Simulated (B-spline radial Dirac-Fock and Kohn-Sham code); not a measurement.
## The Rh atom: differential elastic cross section for electrons at 32.3 keV

Level of theory: relativistic (Dirac) partial waves in the static field of the Dirac-Fock atom with Furness-McCarthy exchange, without polarisation or absorption potentials; a radial B-spline solver.

The run's input, task.json:

```json
{"items": [{
  "Z": 45,
  "q": 0,
  "cfg": [[1, 0, 2], [2, 0, 2], [2, 1, 6], [3, 0, 2], [3, 1, 6], [3, 2, 10], [4, 0, 2], [4, 1, 6], [4, 2, 8], [5, 0, 1]],
  "A": 103,
  "rrms": 4.4945,
  "do": "elastic",
  "energies": [[32300.0, 0]],
  "theta": [5, 10, 15, 20, 25, 30, 35, 40, 45, 50, 55, 60, 65, 70, 75, 80, 85, 90, 95, 100, 105, 110, 115, 120, 125, 130, 135, 140, 145, 150, 155, 160, 165, 170, 175]
}]}
```

Launch: `python xray2_run.py task.json out`

```
θ (°)  dσ/dΩ (Å²/sr)  Sherman function
    5           1.54             0.000
   10          0.178             0.001
   15         0.0471             0.002
   20         0.0181             0.004
   25        0.00852             0.005
   30        0.00456             0.004
   35        0.00269             0.003
   40        0.00172            -0.001
   45        0.00116            -0.006
   50       0.000821            -0.013
   55       0.000603            -0.022
   60       0.000456            -0.032
   65       0.000354            -0.043
   70       0.000280            -0.055
   75       0.000227            -0.067
   80       0.000186            -0.079
   85       0.000156            -0.090
   90       0.000132            -0.101
   95       0.000114            -0.110
  100       9.89e-05            -0.118
  105       8.71e-05            -0.124
  110       7.76e-05            -0.129
  115       6.98e-05            -0.131
  120       6.35e-05            -0.131
  125       5.82e-05            -0.129
  130       5.39e-05            -0.125
  135       5.03e-05            -0.119
  140       4.74e-05            -0.111
  145       4.50e-05            -0.102
  150       4.30e-05            -0.090
  155       4.14e-05            -0.077
  160       4.02e-05            -0.063
  165       3.92e-05            -0.048
  170       3.86e-05            -0.033
  175       3.82e-05            -0.016
```

The total elastic cross section is 0.287 Å², the first transport cross section 0.00324 Å² and the second, weighted with (3/2) sin²θ, 0.00736 Å². The mean deflection is ⟨1 − cos θ⟩ = 0.0113, and 0.15 % of the collisions scatter beyond 90°.

Phase shifts modulo π (rad) for κ = −1 to −5: 0.062, -0.813, -1.286, 1.548, 1.327.

Values without a named source are computed, but for edge energies of neutral atoms, which are taken from tables.
